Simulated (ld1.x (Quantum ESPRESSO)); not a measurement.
**What one change does to a pseudopotential (technetium, TM)**

| Quantity | Value |
| --- | --- |
| Element | technetium (Tc) |
| Generator | ld1.x (Quantum ESPRESSO) 7.5 |
| Type | norm-conserving Troullier–Martins (Kleinman–Bylander form) |
| Functional | BP86 |
| Relativity | fully relativistic |
| Frozen core | [Ar] 3d10 4s2 |
| Valence charge | 13 |
| Reference configuration | 4p6 4d4 5s0 5p0 (charge +3) |
| Partial waves | 5s (bound, empty): rc 2.15 bohr; 4p (bound): rc 1.55 bohr; 4d (bound): rc 2.05 bohr |
| Local potential | all-electron potential smoothed inside 1.25 bohr (lloc = -2) |
| Core correction | Bessel-smoothed model core inside 0.85 bohr |

Open shells are filled in proportion to 2j + 1 (rel_dist='average').

Change: wave 5s (bound): rc 2.15 bohr becomes 5s (bound): rc 3.18 bohr.

Cutoffs: the cutoffs (Ry, on a coarse ladder) from which the occupation-weighted sum of valence levels, in a spherical-Bessel basis at the reference potential, stays within 10 and 1 mRy of its value at 400 Ry; they do not see the model core or the augmentation charge, which bear on the density cutoff. Errors are all-electron minus pseudo energies relative to the spin-unpolarised reference configuration.

Predict the effect on cutoff, ghosts and configuration errors.

The potential gets neither clearly harder nor softer (50 Ry and 90 Ry → 50 Ry and 90 Ry); both files keep a bound ghost (s); of the 7 tests that both files solve, the error grows in 0 and shrinks in 4 by more than 15 % and 0.3 meV (median size 37.0 → 16.4 meV). That the errors move this way runs against the usual rule that smaller radii transfer better.

```csv
quantity,base,changed
"cutoff, loose",50 Ry,50 Ry
"cutoff, tight",90 Ry,90 Ry
bound ghosts,s,s
"error for 4p6 4d5 5s2 5p0, meV [ΔE -52.15 eV]",+71,+33
"error for 4p6 4d5 5s1 5p0, meV [ΔE -43.80 eV]",+37,+11
"error for 4p6 4d5 5s0 5p0, meV [ΔE -28.79 eV]",-9.0,-9.0
"error for 4p6 4d6 5s1 5p0, meV [ΔE -53.04 eV]",+38,+16
"error for 4p6 4d5 5s0 5p1, meV [ΔE -39.17 eV]",+33,+33
"error for 4p6 4d5 5s1 5p1, meV [ΔE -48.36 eV]",+59,+39
"error for 4p6 4d3 5s0 5p0, meV [ΔE 42.10 eV]",-11,-11
```

 A true bound ghost makes a file unfit for plane-wave use even where its test errors are small: the radial tests pick states by their node count and pass the ghost by.
